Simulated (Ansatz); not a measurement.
Harmonic frequencies (cm⁻¹) at PBE0-D4/def2-TZVP from Ansatz: 28, 34, 67, 122, 138, 219, 226, 311, 361, 437, 468, 505, 556, 567, 634, 733, 790, 840, 872, 986, 1021, 1101, 1169, 1186, 1199, 1262, 1305, 1362, 1383, 1440, 1454, 1466, 1830, 1885, 3054, 3072, 3122, 3128, 3177.

Each molecule was computed in one conformer, which needn't be the lowest.

Task: Which molecule is it?
A. `O=CCC(=O)C(F)(F)F`
B. `CO/C(O)=C\C(=O)C(F)(F)F`
C. `CC(=O)CC(=O)C(F)(F)F`
D. `CN/C=C/C=O`

Result: C.
